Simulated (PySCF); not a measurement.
HCl3Ge, charge +1, doublet, geometry from GFN2-xTB (a state made from the parent by changing its charge; the spin is typed, not shown lowest); PySCF with DF-B3LYP/6-311G**.

PySCF was given this input:
```python
from pyscf import gto, scf, dft

mol = gto.Mole()
mol.atom = '''
    Ge   -0.01929445   -0.00138719    0.27034132
    Cl   -0.21577045    2.04019173   -0.21134258
    Cl    1.89128543   -0.81909955   -0.07563228
    Cl   -1.63154486   -1.21793090   -0.32910572
    H    -0.13006941   -0.00935147    1.82244780
'''
mol.basis = '6-311g**'
mol.charge = 1
mol.spin = 1
mol.verbose = 4
mol.build()

mf = dft.UKS(mol)
mf.xc = 'b3lyp'
mf = mf.density_fit(auxbasis='def2-universal-jkfit')
mf.kernel()
```

**Question.** Write the output that PySCF gives for this input, abridged.

**Answer.** 
```
PySCF version 2.14.0

[INPUT] verbose = 4
[INPUT] num. atoms = 5
[INPUT] num. electrons = 83
[INPUT] charge = 1
[INPUT] spin (= nelec alpha-beta = 2S) = 1
[INPUT] symmetry False subgroup None
[INPUT] Mole.unit = angstrom
[INPUT] Symbol           X                Y                Z      unit          X                Y                Z       unit  Magmom
[INPUT]  1 Ge    -0.019294450000  -0.001387190000   0.270341320000 AA   -0.036461226224  -0.002621409183   0.510871054953 Bohr   0.0
[INPUT]  2 Cl    -0.215770450000   2.040191730000  -0.211342580000 AA   -0.407747056274   3.855403611303  -0.399379594659 Bohr   0.0
[INPUT]  3 Cl     1.891285430000  -0.819099550000  -0.075632280000 AA    3.574011486080  -1.547873818254  -0.142924295376 Bohr   0.0
[INPUT]  4 Cl    -1.631544860000  -1.217930900000  -0.329105720000 AA   -3.083172945342  -2.301555839645  -0.621919676828 Bohr   0.0
[INPUT]  5 H     -0.130069410000  -0.009351470000   1.822447800000 AA   -0.245795562084  -0.017671717162   3.443927218316 Bohr   0.0

nuclear repulsion = 559.220310379825
number of shells = 58
number of NR pGTOs = 236
number of NR cGTOs = 128
basis = 6-311g**
ecp = {}

******** <class 'pyscf.df.df_jk.DFUKS'> ********
method = DFUKS
initial guess = minao
damping factor = 0
level_shift factor = 0
DIIS = <class 'pyscf.scf.diis.CDIIS'>
diis_start_cycle = 1
diis_space = 8
diis_damp = 0
SCF conv_tol = 1e-09
SCF conv_tol_grad = None
SCF max_cycles = 50
direct_scf = False
number electrons alpha = 42  beta = 41
XC library pyscf.dft.libxc version 7.1.2
    S. Lehtola, C. Steigemann, M. J. T. Oliveira, and M. A. L. Marques,  SoftwareX 7, 1–5 (2018)
XC functionals = b3lyp
    P. J. Stephens, F. J. Devlin, C. F. Chabalowski, and M. J. Frisch,  J. Phys. Chem. 98, 11623 (1994)
radial grids:
    Treutler-Ahlrichs [JCP 102, 346 (1995); DOI:10.1063/1.469408] (M4) radial grids

becke partition: Becke, JCP 88, 2547 (1988); DOI:10.1063/1.454033
pruning grids: <function nwchem_prune>
grids dens level: 3
symmetrized grids: False
atomic radii adjust function: <function treutler_atomic_radii_adjust>
small_rho_cutoff = 0
Set gradient conv threshold to 3.16228e-05
tot grids = 87088
******** <class 'pyscf.df.df.DF'> ********
auxbasis = def2-universal-jkfit
init E= -3456.75084776616

cycle= 1 E= -3457.79902939868  delta_E= -1.05  |g|= 1.28  |ddm|= 1.55
cycle= 2 E= -3457.47821678915  delta_E= 0.321  |g|= 1.37  |ddm|= 1.47
cycle= 3 E= -3457.93849792643  delta_E= -0.46  |g|= 0.369  |ddm|= 1.22
cycle= 4 E= -3457.98609150751  delta_E= -0.0476  |g|= 0.0702  |ddm|= 0.348
cycle= 5 E= -3457.98851223033  delta_E= -0.00242  |g|= 0.0181  |ddm|= 0.0847
cycle= 6 E= -3457.98869365209  delta_E= -0.000181  |g|= 0.00414  |ddm|= 0.0216
cycle= 7 E= -3457.98870651676  delta_E= -1.29e-05  |g|= 0.000936  |ddm|= 0.00517
cycle= 8 E= -3457.98870810719  delta_E= -1.59e-06  |g|= 0.000374  |ddm|= 0.00274
cycle= 9 E= -3457.98870822709  delta_E= -1.2e-07  |g|= 0.000276  |ddm|= 0.000878
cycle= 10 E= -3457.98870826142  delta_E= -3.43e-08  |g|= 0.000202  |ddm|= 0.000598
cycle= 11 E= -3457.9887082938  delta_E= -3.24e-08  |g|= 1.88e-05  |ddm|= 0.000326
cycle= 12 E= -3457.98870829415  delta_E= -3.54e-10  |g|= 1.08e-05  |ddm|= 4.14e-05
Extra cycle  E= -3457.98870829416  delta_E= -6.37e-12  |g|= 1.09e-05  |ddm|= 1.58e-05
converged SCF energy = -3457.98870829416  <S^2> = 0.75712978  2S+1 = 2.0071171
```
